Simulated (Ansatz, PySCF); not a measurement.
Noncovalent pair: H2S (SMILES S) (first 3 atoms) with HI (SMILES I); geometry from B3LYP-D3(BJ)/def2-TZVP, rigid monomers moved along the line of their centres of mass till S1···H5 is 2.23 Å.
(charge 0, multiplicity 1):
| atom | x (Å) | y (Å) | z (Å) |
|---|---|---|---|
| S | -0.0946 | 0.0723 | 0.1021 |
| H | 0.0562 | 1.4018 | 0.2197 |
| H | -1.3905 | 0.1264 | 0.4512 |
| I | 0.7286 | -0.1824 | 3.8645 |
| H | 0.4509 | -0.1582 | 2.2550 |

Counterpoise-corrected where a basis set is named; no monomer relaxation.

Frozen-core correlation. Filled d and f shells under p-block atoms count as core. CBS: X⁻³ extrapolation of the correlation energy, Hartree–Fock from the larger set.

Codes used: Ansatz (Gaussian orbitals); PySCF for the dispersion terms.  In def2 rows elements past Kr take small-core potentials, without spin–orbit coupling.

PBE/def2-TZVPPD gives -2.66 kcal/mol for the interaction energy.

How do the other levels lie against it? Give each less PBE: PBE-D3(BJ)/def2-TZVPPD, r2SCAN/def2-TZVPPD, B3LYP/def2-TZVPPD, wB97M-V/def2-TZVPPD, MP2/CBS(def2-TZVPPD, def2-QZVPPD), CCSD(T)/CBS(def2-TZVPPD, def2-QZVPPD).

PBE-D3(BJ)/def2-TZVPPD -1.12; r2SCAN/def2-TZVPPD 0.13; B3LYP/def2-TZVPPD 2.19; wB97M-V/def2-TZVPPD 1.62; MP2/CBS(def2-TZVPPD, def2-QZVPPD) 0.54; CCSD(T)/CBS(def2-TZVPPD, def2-QZVPPD) 1.52 kcal/mol. 5 of 6 lie above PBE; the widest gap is to B3LYP/def2-TZVPPD.

Ansatz is a first-principles code.
